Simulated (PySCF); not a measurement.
ClCs, triplet, at the geometry of the source list (a higher spin typed on purpose: for a closed-shell molecule this is an excited state) (core potentials on Cs); DF-B3LYP/def2-TZVP in PySCF.

Input for PySCF:
```python
from pyscf import gto, scf, dft

mol = gto.Mole()
mol.atom = '''
    Cs   -0.89640000   -0.79160000   -0.84180000
    Cl    0.89640000    0.79160000    0.84180000
'''
mol.basis = 'def2-tzvp'
mol.ecp = {'Cs': 'def2-tzvp'}
mol.spin = 2
mol.verbose = 4
mol.build()

mf = dft.UKS(mol)
mf.xc = 'b3lyp'
mf = mf.density_fit(auxbasis='def2-universal-jkfit')
mf.kernel()
```

What does PySCF print? Leave out banner, timings and long lists.


```
PySCF version 2.14.0

[INPUT] verbose = 4
[INPUT] num. atoms = 2
[INPUT] num. electrons = 26
[INPUT] charge = 0
[INPUT] spin (= nelec alpha-beta = 2S) = 2
[INPUT] symmetry False subgroup None
[INPUT] Mole.unit = angstrom
[INPUT] Symbol           X                Y                Z      unit          X                Y                Z       unit  Magmom
[INPUT]  1 Cs    -0.896400000000  -0.791600000000  -0.841800000000 AA   -1.693950498060  -1.495907200206  -1.590771451659 Bohr   0.0
[INPUT]  2 Cl     0.896400000000   0.791600000000   0.841800000000 AA    1.693950498060   1.495907200206   1.590771451659 Bohr   0.0

nuclear repulsion = 27.6807860455832
number of shells = 24
number of NR pGTOs = 103
number of NR cGTOs = 66
basis = def2-tzvp
ecp = {'Cs': 'def2-tzvp'}

******** <class 'pyscf.df.df_jk.DFUKS'> ********
method = DFUKS
initial guess = minao
damping factor = 0
level_shift factor = 0
DIIS = <class 'pyscf.scf.diis.CDIIS'>
diis_start_cycle = 1
diis_space = 8
diis_damp = 0
SCF conv_tol = 1e-09
SCF conv_tol_grad = None
SCF max_cycles = 50
direct_scf = False
number electrons alpha = 14  beta = 12
XC library pyscf.dft.libxc version 7.1.2
    S. Lehtola, C. Steigemann, M. J. T. Oliveira, and M. A. L. Marques,  SoftwareX 7, 1–5 (2018)
XC functionals = b3lyp
    P. J. Stephens, F. J. Devlin, C. F. Chabalowski, and M. J. Frisch,  J. Phys. Chem. 98, 11623 (1994)
radial grids:
    Treutler-Ahlrichs [JCP 102, 346 (1995); DOI:10.1063/1.469408] (M4) radial grids

becke partition: Becke, JCP 88, 2547 (1988); DOI:10.1063/1.454033
pruning grids: <function nwchem_prune>
grids dens level: 3
symmetrized grids: False
atomic radii adjust function: <function treutler_atomic_radii_adjust>
small_rho_cutoff = 0
Set gradient conv threshold to 3.16228e-05
tot grids = 42592
******** <class 'pyscf.df.df.DF'> ********
auxbasis = def2-universal-jkfit
init E= -477.040783955002

cycle= 1 E= -480.250591979067  delta_E= -3.21  |g|= 0.223  |ddm|= 2.16

cycle= 2 E= -480.284015332788  delta_E= -0.0334  |g|= 0.131  |ddm|= 1.64

cycle= 3 E= -480.295799882825  delta_E= -0.0118  |g|= 0.0224  |ddm|= 0.333

cycle= 4 E= -480.296041604831  delta_E= -0.000242  |g|= 0.00524  |ddm|= 0.0399

cycle= 5 E= -480.296059659961  delta_E= -1.81e-05  |g|= 0.00169  |ddm|= 0.0206

cycle= 6 E= -480.296061967227  delta_E= -2.31e-06  |g|= 0.000537  |ddm|= 0.00465

cycle= 7 E= -480.296062209073  delta_E= -2.42e-07  |g|= 9.18e-05  |ddm|= 0.00139

cycle= 8 E= -480.296062229058  delta_E= -2e-08  |g|= 2.75e-05  |ddm|= 0.000472

cycle= 9 E= -480.29606223519  delta_E= -6.13e-09  |g|= 9.24e-06  |ddm|= 0.000316

cycle= 10 E= -480.296062235961  delta_E= -7.71e-10  |g|= 1.79e-06  |ddm|= 0.000139

Extra cycle  E= -480.296062235976  delta_E= -1.55e-11  |g|= 1.41e-06  |ddm|= 1.23e-05
converged SCF energy = -480.296062235976  <S^2> = 2.0032043  2S+1 = 3.0021355
```
